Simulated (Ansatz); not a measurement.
`O[SiH](I)[SiH2]F` + `O[SiH](O)F` → `O[SiH](F)O[SiH2]F` + `O[SiH2]I`  (cleavage of the Si–Si bond)

Isolated molecules relaxed with PBE0-D4/def2-TZVP in Ansatz; ΔE leaves out vibrations. CBS: MP2 limit from def2 TZ/QZ plus the TZ coupled-cluster correction, frozen cores. This one scheme is used for every species. DFT in def2-TZVPP. B3LYP here is the variant with VWN-RPA as its local correlation; programs differ in this. Elements past krypton have def2 core potentials. For I outer-core shells are correlated without core-valence functions, which leaves a few kJ/mol of doubt a bond. One conformer a species, not always the lowest.

`O[SiH](I)[SiH2]F`:

Cartesian coordinates in Å:
```
O -1.082 -1.609 -0.116
Si -0.614 -0.205 0.594
I -2.344 1.523 0.396
Si 1.269 0.512 -0.605
F 1.772 1.894 0.033
H -1.892 -2.028 0.183
H -0.404 -0.370 2.056
H 0.909 0.746 -2.025
H 2.386 -0.464 -0.517
```

`O[SiH](O)F`:

Cartesian coordinates in Å:
```
O 0.583 0.929 -0.803
Si -0.154 -0.342 -0.099
O 0.474 -0.554 1.378
F -1.716 -0.026 -0.037
H 0.134 1.381 -1.518
H -0.002 -1.608 -0.828
H 0.681 0.220 1.905
```

`O[SiH](F)O[SiH2]F`:

Cartesian coordinates in Å:
```
O -1.456 -2.070 0.163
Si -0.148 -1.280 -0.372
F 1.163 -1.814 0.355
O -0.252 0.305 -0.046
Si 0.438 1.758 0.160
F 1.298 2.118 -1.131
H -1.733 -1.980 1.076
H -0.034 -1.536 -1.810
H 1.358 1.731 1.316
H -0.632 2.767 0.289
```

`O[SiH2]I`:

```xyz
6

O    -0.344    0.409   -1.242
Si    0.093    0.226    0.323
I    -0.658   -1.925    1.214
H    -0.076   -0.262   -1.871
H     1.563    0.246    0.505
H    -0.578    1.307    1.070
```

| species | B3LYP-D4 energy (Eh) |
| --- | --- |
| `O[SiH](I)[SiH2]F` | -1054.56777 |
| `O[SiH](O)F` | -541.92190 |
| `O[SiH](F)O[SiH2]F` | -932.05735 |
| `O[SiH2]I` | -664.48436 |

**Question.** Work out ΔE.

**Answer.** ΔE = (-932.05735) + (-664.48436) − (-1054.56777) − (-541.92190) = -0.05204 Eh = -32.7 kcal/mol. CCSD(T)/CBS gives -33.5 kcal/mol.

Largest T1 diagnostic among the species: 0.012.

The D4 term adds +0.8 kcal/mol with B3LYP and +0.4 kcal/mol with PBE0; it sums over pairs of atoms, weighted by their polarisabilities, and B3LYP, whose exchange is more repulsive, gets the larger term. In def2-TZVPP, CCSD(T) changes the Hartree–Fock value by +6.2 kcal/mol (the triples alone add +0.9 kcal/mol) and MP2 by +4.9 kcal/mol. From PBE to PBE0 (25 % exact exchange), in def2-TZVPP and without D4, ΔE moves by −2.5 kcal/mol.
